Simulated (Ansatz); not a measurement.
Geometry optimisation, Ansatz, RKS PBE/def2-SVP.

Input file:

```yaml
crystal:
  periodic: [false, false, false]
  atoms:
    - { symbol: Ti, position_ang: [0.383695, -0.299575, -0.385862] }
    - { symbol: O, position_ang: [-0.620557, -0.259607, 2.553198] }
    - { symbol: H, position_ang: [-1.226221, -1.019982, 2.434949] }
    - { symbol: F, position_ang: [1.229178, -0.478787, -1.89191] }
    - { symbol: F, position_ang: [0.095062, 1.404026, -0.230001] }
    - { symbol: Cl, position_ang: [-1.470198, -1.470653, -0.575733] }
    - { symbol: F, position_ang: [1.491967, -0.97589, 0.86032] }
    - { symbol: H, position_ang: [0.267175, -0.699932, 2.571338] }
basis:
  gaussian: { orbitals: def2-SVP }
hamiltonian:
  xc: pbe
relax:
  f_tol: 0.03
  max_steps: 50
```

Run as:

```bash
$ ansatz run input.yaml --threads 4 --pin off --max-ram 5120MiB --backend cpu --events-out ev --progress --plain --runs-dir out
```

Question: Where does it end, and by what steps?

Answer: The forces met the threshold. After 6 steps the energy has fallen by 0.348 eV; O2 moved furthest, 0.51 Å. Joined: Ti1–O2 (3.11 → 2.32 Å).

```csv
step,energy less start (eV),largest force component (eV/Å),accepted
0,0.0000,1.008,yes
1,-0.0895,1.307,yes
2,-0.2237,1.329,yes
3,-0.3232,0.500,yes
4,-0.3416,0.121,yes
5,-0.3459,0.190,yes
6,-0.3475,0.026,yes
```

```xyz
8
Properties=species:S:1:pos:R:3
Ti 0.345 -0.317 -0.103
O -0.473 -0.271 2.067
H -1.247 -0.872 2.044
F 1.012 -0.480 -1.706
F 0.112 1.409 -0.028
Cl -1.505 -1.577 -0.364
F 1.706 -0.955 0.824
H 0.200 -0.736 2.604
```

Whether the end is a true minimum wasn't checked by a vibrational analysis.

Time of the run: 12 s on 4 threads of Arm Neoverse V1, with other jobs on the host, peak memory 0.18 GiB.
